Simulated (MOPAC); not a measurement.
A run for MOPAC: PM6 on CHN3 (a complex), monomers drawn apart or pushed together.

```
PM6 1SCF PRECISE CHARGE=0 THREADS=1
CHN3

N      0.06391486 1     0.32300396 1    -1.09638648 1
N      0.03054041 1     0.11817665 1    -0.02597587 1
C     -0.08860230 1    -0.61878227 1     3.78174220 1
N     -0.12381954 1    -0.83715614 1     4.90655089 1
H     -0.05572830 1    -0.41428118 1     2.73375305 1
```

The log:

```
*******************************************************************************
 **                                                                           **
 **                              MOPAC v23.2.5                                **
 **                                                                           **
 *******************************************************************************
 ** MOPAC's Digital Object Identifier: https://doi.org/10.5281/zenodo.6511958 **
 **                                                                           **
 ** Please cite the open-source release paper for use of this MOPAC version:  **
 ** J. E. Moussa and J. J. P. Stewart (2026)                                  **
 ** MOPAC: An open-source semiempirical molecular orbital program             **
 ** J. Open Source Softw., 11(119), 8025, https://doi.org/10.21105/joss.08025 **
 *******************************************************************************

                              PM6 CALCULATION RESULTS

 *******************************************************************************
 *  PM6        - The PM6 Hamiltonian to be used
 *
 *
 *
 *                 CHARGE ON SYSTEM = 0
 *
 *
 *
 *  PRECISE    - TIGHTER CRITERIA TO BE USED
 *  1SCF       - DO 1 SCF AND THEN STOP
 *  THREADS=1  - MULTI-THREADING NOT USED
 *  T=         - A TIME OF 172800.0 SECONDS REQUESTED
 *  DUMP=N     - RESTART FILE WRITTEN EVERY 7200.0 SECONDS REQUESTED
 *******************************************************************************
PM6 1SCF PRECISE CHARGE=0 THREADS=1
 CHN3

   ATOM   CHEMICAL          X               Y               Z
  NUMBER   SYMBOL      (ANGSTROMS)     (ANGSTROMS)     (ANGSTROMS)

     1       N          0.06391486  *   0.32300396  *  -1.09638648  *
     2       N          0.03054041  *   0.11817665  *  -0.02597587  *
     3       C         -0.08860230  *  -0.61878227  *   3.78174220  *
     4       N         -0.12381954  *  -0.83715614  *   4.90655089  *
     5       H         -0.05572830  *  -0.41428118  *   2.73375305  *



          CARTESIAN COORDINATES

    NO.       ATOM           X           Y           Z

     1         N          0.0639      0.3230     -1.0964
     2         N          0.0305      0.1182     -0.0260
     3         C         -0.0886     -0.6188      3.7817
     4         N         -0.1238     -0.8372      4.9066
     5         H         -0.0557     -0.4143      2.7338

 General Reference for PM6:
 "Optimization of Parameters for Semiempirical Methods V: Modification of NDDO Approximations
 and Application to 70 Elements", J. J. P. Stewart, J. Mol. Mod., 13, 1173-1213 (2007)
 URL: https://link.springer.com/article/10.1007/s00894-007-0233-4

           Empirical Formula: C H N3  =     5 atoms



      MOLECULAR POINT GROUP   :   C*v


      RHF CALCULATION, NO. OF DOUBLY OCCUPIED LEVELS = 10


 -------------------------------------------------------------------------------
 PM6 1SCF PRECISE CHARGE=0 THREADS=1
 CHN3



     1SCF WAS SPECIFIED, SO BFGS WAS NOT USED
     SCF FIELD WAS ACHIEVED


                              PM6 CALCULATION
                                                       MOPAC v23.2.5 Linux




          FINAL HEAT OF FORMATION =         74.29500 KCAL/MOL =     310.85028 KJ/MOL


          COSMO AREA              =        110.20 SQUARE ANGSTROMS
          COSMO VOLUME            =         83.61 CUBIC ANGSTROMS

          IONIZATION POTENTIAL    =         12.951857 EV
          HOMO LUMO ENERGIES (EV) =        -12.952 -0.156
          NO. OF FILLED LEVELS    =         10
          MOLECULAR WEIGHT        =         55.0390         POINT GROUP:  C*v

          MOLECULAR DIMENSIONS (Angstroms)

            Atom       Atom       Distance
            N     4    N     1     6.11690
            H     5    N     1     0.00290
            N     2    C     3     0.00001


          SCF CALCULATIONS        =          1





   ATOM   CHEMICAL          X               Y               Z
  NUMBER   SYMBOL      (ANGSTROMS)     (ANGSTROMS)     (ANGSTROMS)

     1       N          0.06391486  *   0.32300396  *  -1.09638648  *
     2       N          0.03054041  *   0.11817665  *  -0.02597587  *
     3       C         -0.08860230  *  -0.61878227  *   3.78174220  *
     4       N         -0.12381954  *  -0.83715614  *   4.90655089  *
     5       H         -0.05572830  *  -0.41428118  *   2.73375305  *

                             CARTESIAN COORDINATES

   1    N        0.063914860     0.323003960    -1.096386480
   2    N        0.030540410     0.118176650    -0.025975870
   3    C       -0.088602300    -0.618782270     3.781742200
   4    N       -0.123819540    -0.837156140     4.906550890
   5    H       -0.055728300    -0.414281180     2.733753050


           Empirical Formula: C H N3  =     5 atoms



      MOLECULAR POINT GROUP   :   C*v


                  EIGENVALUES
 -38.62646 -31.88908 -20.38006 -19.16269 -17.30310 -17.30310 -14.05944 -14.05944
 -13.11871 -12.95186  -0.15612  -0.15612   1.14950   1.14950   3.17662   4.26402
   5.62264


              NET ATOMIC CHARGES AND DIPOLE CONTRIBUTIONS

  ATOM NO.   TYPE          CHARGE      No. of ELECS.   s-Pop       p-Pop
    1          N           0.021574        4.9784     1.78917     3.18926
    2          N          -0.021269        5.0213     1.78805     3.23322
    3          C          -0.067736        4.0677     1.16815     2.89958
    4          N          -0.160295        5.1603     1.80244     3.35786
    5          H           0.227726        0.7723     0.77227
 DIPOLE           X         Y         Z       TOTAL
 POINT-CHG.     0.067     0.414    -2.129     2.170
 HYBRID         0.021     0.129    -0.661     0.674
 SUM            0.087     0.543    -2.790     2.844


          ATOMIC ORBITAL ELECTRON POPULATIONS

     Atom    s        px        py        pz
    1  N   1.78917   0.99168   0.99906   1.19851
    2  N   1.78805   1.00871   1.01585   1.20865
    3  C   1.16815   0.93862   0.94161   1.01935
    4  N   1.80244   1.06162   1.06780   1.22844
    5  H   0.77227

 **********************
 *                    *
 * JOB ENDED NORMALLY *
 *                    *
 **********************




 == MOPAC DONE ==
```

The run finished.

Cost: about 0.010 core-seconds (a rough figure).
